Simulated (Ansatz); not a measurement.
`[NH2][GeH2][SiH2]Cl`, charge 0, multiplicity 1.

Problem. Give a relaxed structure at PBE0-D4/def2-TZVP (Ansatz 0.2.0). (An estimate is asked.)

Solution. The calculation gave: 
Cartesian coordinates in Å:
```
N -0.154 1.187 -1.423
Ge -0.144 -0.525 -0.734
Si 0.208 -0.346 1.617
Cl -1.398 0.588 2.507
H 0.730 1.670 -1.337
H -0.447 1.233 -2.389
H 0.945 -1.450 -1.339
H -1.520 -1.131 -1.051
H 1.421 0.460 1.912
H 0.360 -1.686 2.238
```
This is one stationary point; other conformers may exist.
